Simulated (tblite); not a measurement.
Species: C3H10OSeSi.
Numbering: `[CH3:1][C@@H:2]([OH:3])[CH2:4][SiH2:5][SeH:6]` (hydrogens: H7, H8, H9 on C1; H10 on C2; H11 on O3; H12, H13 on C4; H14, H15 on Si5; H16 on Se6)

Computed with GFN2-xTB (tblite), gas phase: L-BFGS steps from a force-field or distance-geometry start until the largest atomic force falls under 0.01 eV/Å.

Step 22: E = -558.1401 eV
```
atom  x, y, z in Å  |  force x, y, z in eV/Å
C1     -1.0564   -1.3245    0.2717   -0.011  -0.031   0.031
C2     -0.7495   -0.3452   -0.8610   -0.029  -0.043   0.054
O3     -1.8824   -0.1454   -1.6784   -0.034   0.030  -0.074
C4     -0.2282    0.9973   -0.3425   -0.022   0.035   0.009
Si5     1.3137    0.9434    0.7597    0.009   0.063   0.035
Se6     2.8503   -0.4865   -0.1472   -0.106  -0.046  -0.081
H7     -0.1321   -1.7309    0.6755   -0.017   0.013   0.031
H8     -1.6555   -2.1478   -0.1190    0.066   0.056   0.049
H9     -1.6086   -0.8361    1.0762    0.008  -0.013  -0.076
H10    -0.0047   -0.7982   -1.5301   -0.026   0.054   0.010
H11    -2.5857    0.2542   -1.1501    0.075  -0.052  -0.004
H12    -0.0262    1.6311   -1.2088    0.018   0.003   0.002
H13    -1.0290    1.4908    0.2162    0.020  -0.032   0.014
H14     1.9281    2.2720    0.8182   -0.004  -0.004  -0.010
H15     1.0526    0.4836    2.1260   -0.050  -0.029  -0.030
H16     3.8063   -0.2489    0.8846    0.103  -0.005   0.040
```

Step 23: E = -558.1422 eV
```
atom  x, y, z in Å  |  force x, y, z in eV/Å
C1     -1.0511   -1.3212    0.2732   -0.038  -0.032   0.043
C2     -0.7470   -0.3415   -0.8598   -0.030  -0.072   0.046
O3     -1.8785   -0.1458   -1.6807   -0.028   0.010  -0.068
C4     -0.2314    1.0018   -0.3408   -0.020   0.031   0.005
Si5     1.3105    0.9394    0.7604    0.003   0.102   0.062
Se6     2.8397   -0.4932   -0.1480   -0.070  -0.063  -0.082
H7     -0.1297   -1.7256    0.6880   -0.031   0.050  -0.002
H8     -1.6448   -2.1485   -0.1166    0.057   0.052   0.037
H9     -1.6116   -0.8294    1.0693    0.003  -0.025  -0.042
H10     0.0011   -0.7921   -1.5256   -0.011   0.046  -0.018
H11    -2.5887    0.2449   -1.1548    0.087  -0.051   0.004
H12    -0.0298    1.6354   -1.2066    0.036   0.014  -0.014
H13    -1.0361    1.4936    0.2125    0.024  -0.026   0.047
H14     1.9341    2.2643    0.8195   -0.015  -0.010  -0.005
H15     1.0503    0.4751    2.1259   -0.054  -0.017  -0.036
H16     3.8053   -0.2486    0.8749    0.086  -0.008   0.024
```

Step 24: E = -558.1440 eV
```
atom  x, y, z in Å  |  force x, y, z in eV/Å
C1     -1.0466   -1.3183    0.2752   -0.047  -0.011   0.033
C2     -0.7453   -0.3389   -0.8582   -0.015  -0.060   0.016
O3     -1.8748   -0.1462   -1.6840    0.003  -0.018  -0.040
C4     -0.2344    1.0062   -0.3391   -0.011   0.013  -0.001
Si5     1.3076    0.9375    0.7620   -0.009   0.098   0.058
Se6     2.8288   -0.5005   -0.1499   -0.018  -0.058  -0.045
H7     -0.1278   -1.7196    0.6994   -0.031   0.075  -0.024
H8     -1.6341   -2.1486   -0.1136    0.028   0.016   0.015
H9     -1.6146   -0.8237    1.0625   -0.015  -0.024   0.010
H10     0.0059   -0.7856   -1.5216    0.007   0.028  -0.039
H11    -2.5901    0.2354   -1.1591    0.073  -0.041   0.013
H12    -0.0323    1.6396   -1.2047    0.042   0.017  -0.018
H13    -1.0422    1.4958    0.2103    0.020  -0.014   0.072
H14     1.9398    2.2573    0.8208   -0.014   0.005   0.001
H15     1.0474    0.4670    2.1252   -0.057  -0.007  -0.030
H16     3.8054   -0.2483    0.8660    0.044  -0.020  -0.022
```

Q: Estimate the geometry and energy of step 25. (The exact step hangs on the optimiser's Hessian estimate; all steps are aligned on step 24, rigid shifts and turns removed.)

A: E = -558.1454 eV, largest force 0.088 eV/Å
```
atom  x, y, z in Å  |  force x, y, z in eV/Å
C1     -1.0443   -1.3164    0.2771   -0.040   0.016   0.008
C2     -0.7446   -0.3380   -0.8570    0.007  -0.020  -0.018
O3     -1.8720   -0.1468   -1.6873    0.032  -0.041  -0.008
C4     -0.2367    1.0093   -0.3380    0.001  -0.005  -0.004
Si5     1.3054    0.9378    0.7639   -0.016   0.058   0.028
Se6     2.8206   -0.5066   -0.1520    0.017  -0.035   0.004
H7     -0.1268   -1.7140    0.7068   -0.017   0.082  -0.027
H8     -1.6263   -2.1487   -0.1110   -0.004  -0.026  -0.005
H9     -1.6171   -0.8203    1.0581   -0.036  -0.015   0.053
H10     0.0091   -0.7806   -1.5196    0.019   0.009  -0.043
H11    -2.5899    0.2279   -1.1621    0.047  -0.028   0.019
H12    -0.0330    1.6425   -1.2036    0.034   0.011  -0.008
H13    -1.0457    1.4971    0.2104    0.016  -0.005   0.075
H14     1.9437    2.2527    0.8219   -0.004   0.033   0.006
H15     1.0444    0.4611    2.1241   -0.059  -0.001  -0.015
H16     3.8058   -0.2483    0.8594    0.003  -0.033  -0.065
```

The energy changes by -0.0013 eV. The first-order estimate −F·Δx gives -0.0019 eV and the mean of the old and new forces, exact on a quadratic surface, -0.0013 eV. The step makes an angle of 73° with the force vector and moves no atom by more than 0.010 Å.

What follows is the cost of the whole relaxation. On one thread of an Intel Xeon at 2.70 GHz, on a shared host, this took 1.4 s of wall time.
